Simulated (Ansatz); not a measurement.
`Cl[BH][SbH2]` + HBr → `ClBBr` + `[SbH3]` at 700 K and 1 bar (cleavage of the B–Sb bond).

Gas-phase electronic energies from Ansatz, PBE0-D4/def2-TZVP geometries. CCSD(T)/CBS is the MP2 limit (def2-TZVPP, def2-QZVPP) plus CCSD(T) − MP2 in def2-TZVPP, frozen cores. def2 core potentials past Kr. For Br, Sb outer-core shells are correlated without core-valence functions, which leaves a few kJ/mol of doubt a bond. Scalar relativity is left out up to krypton.

| species | CCSD(T)/CBS energy (Eh) | H − E (kJ/mol) | S (J/(mol·K)) |
| --- | --- | --- | --- |
| `Cl[BH][SbH2]` | -726.39723 | 123.6 | 394.1 |
| HBr | -2573.91920 | 36.5 | 223.7 |
| `ClBBr` | -3058.55678 | 74.5 | 336.7 |
| `[SbH3]` | -241.78682 | 81.5 | 275.4 |

H − E and S are ideal-gas, rigid-rotor, harmonic terms from PBE0-D4/def2-TZVP, for one conformer and one mirror image of each species. 1 Eh = 2625.50 kJ/mol, R = 8.31446 J/(mol·K).

Task: By hand: ΔE, ΔH, ΔS and ΔG.

Result: ΔE = (-3058.55678) + (-241.78682) − (-726.39723) − (-2573.91920) = -0.02717 Eh = -71.3 kJ/mol. Δ(H − E) = 74.5 + 81.5 − 123.6 − 36.5 = -4.1, so ΔH = -75.4 kJ/mol. ΔS = 336.7 + 275.4 − 394.1 − 223.7 = -5.7 J/(mol·K). ΔG = -75.4 − 700 × (-5.7)/1000 = -71.4 kJ/mol.

Task: By hand: the equilibrium constant, and the temperature at which ΔG would vanish if ΔH and ΔS stayed fixed.

Result: log₁₀ K = −ΔG/(RT ln 10) = 5.3. ΔG = 0 at ΔH/ΔS = 13228 K, far beyond where these terms or the molecules hold.

The number of gas molecules stays the same, so ΔS is small and ΔH decides. A doubt of 5 kJ/mol in ΔE shifts log₁₀ K by 0.4 here. Other conformers and mirror images would add mixing entropy, several J/(mol·K) or more a flexible species. These are equilibria of isolated gas molecules and say nothing of rates. Largest T1 diagnostic: 0.015 (customary marks: 0.02 for closed shells, 0.045 for open ones).
